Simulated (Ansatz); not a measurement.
All numbers were calculated with Ansatz.

C₂H₄Cl₂OSi (`C=C[Si](O)(Cl)Cl`) at its PBE0-D4/def2-TZVP geometry, where that method's forces vanish. The species carries charge 0 and has multiplicity 1.

```
atom    x (Å)    y (Å)    z (Å)
  C1   0.4005   0.6371   1.6018
  C2  -0.3425   0.8378   0.5173
 Si3  -0.2896  -0.2899  -0.9267
  O4   0.7741  -1.4758  -0.6057
 Cl5  -2.1440  -1.0731  -1.3080
 Cl6   0.2539   0.7231  -2.6226
  H7   0.3628   1.3105   2.4530
  H8   1.0757  -0.2089   1.6803
  H9  -1.0077   1.6970   0.4749
 H10   0.9167  -2.1577  -1.2642
```

Question: For each bond, give half the difference of the two atoms' forces along it (eV/Å; positive pushes the atoms apart) under PBE-D4, r2SCAN-D4, B3LYP-D4, ωB97M-V in def2-TZVPP. (An estimate is asked.)

Answer: The calculation gave: 
```tsv
bond	length (Å)	PBE-D4	r2SCAN-D4	B3LYP-D4	ωB97M-V
C1–C2	1.330	0.35	0.21	0.12	0.02
C1–H7	1.086	0.01	-0.07	-0.10	-0.06
C1–H8	1.085	0.03	-0.06	-0.07	-0.05
C2–Si3	1.833	-0.16	-0.10	-0.06	-0.04
C2–H9	1.087	0.05	-0.02	-0.08	-0.05
Si3–O4	1.625	0.33	0.04	0.09	0.09
Si3–Cl5	2.049	0.13	0.06	0.15	0.03
Si3–Cl6	2.049	0.12	0.05	0.15	0.03
O4–H10	0.959	0.30	0.02	-0.03	-0.05
```

B3LYP here is the variant with VWN-RPA as its local correlation; programs differ in this.
